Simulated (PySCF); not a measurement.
GeFCl₃, SMILES [F][Ge]([Cl])([Cl])[Cl]. Heavy atoms are numbered as in [F:1][Ge:2]([Cl:3])([Cl:4])[Cl:5].

Geometry: B3LYP-D3(BJ)/def2-SVP.

The numbers are results of PBE/pcSseg-1 in PySCF, not measurements.

GIAO shieldings, no solvent; atoms alike by connectivity are averaged. δ = σ(ref) − σ: ¹⁹F against CFCl3 (σ = 133.6 ppm); ⁷³Ge against GeH4 (σ = 1614.4 ppm); ³⁵Cl against HCl (σ = 936.5 ppm), references at their B3LYP-D3(BJ)/def2-TZVP geometries, non-relativistic (without spin–orbit terms, shifts of atoms bonded to Cl or Br come out too high).

Computed chemical shifts:
```
nucleus  atoms  count  δ (ppm)
-------  -----  -----  -------
¹⁹F         F1      1    -70.7
⁷³Ge       Ge2      1    442.4
³⁵Cl       Cl3      3    258.6
```
